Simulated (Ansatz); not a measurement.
Computed with Ansatz on PBE0-D4/def2-TZVP structures; ΔE is electronic, products minus reactants. CCSD(T)/CBS is the MP2 limit (def2-TZVPP, def2-QZVPP) plus CCSD(T) − MP2 in def2-TZVPP, frozen cores. This one scheme is used for every species. Functionals use def2-TZVPP. Each species was taken in one conformer, which may not be the lowest.

Consider the formal exchange of groups at the Si–O bond: `CO[SiH3]` + `OC(F)CF` → `OC(F)([SiH3])CF` + CH₃OH.

```json
{"level": "PBE", "ΔE (eV)": "1.09"}
{"level": "HF/def2-TZVPP", "ΔE (eV)": "1.48"}
{"level": "HF/CBS(def2)", "ΔE (eV)": "1.49"}
{"level": "MP2/CBS(def2)", "ΔE (eV)": "1.24"}
```

**Question.** What does CCSD(T)/CBS give? (Estimate.)

**Answer.** Ansatz gave: +1.20 eV. The listed levels differ from it by -0.11, 0.28, 0.29, 0.04 eV.

Largest T1 diagnostic among the species: 0.012.

From PBE to PBE0 (25 % exact exchange), in def2-TZVPP and without D4, ΔE moves by +0.08 eV. In def2-TZVPP, CCSD(T) changes the Hartree–Fock value by −0.26 eV (the triples alone add −0.04 eV) and MP2 by −0.21 eV. The D4 term adds −0.05 eV with B3LYP and −0.03 eV with PBE0; it sums over pairs of atoms, weighted by their polarisabilities, and B3LYP, whose exchange is more repulsive, gets the larger term.

B3LYP here is the variant with VWN-RPA as its local correlation; programs differ in this.
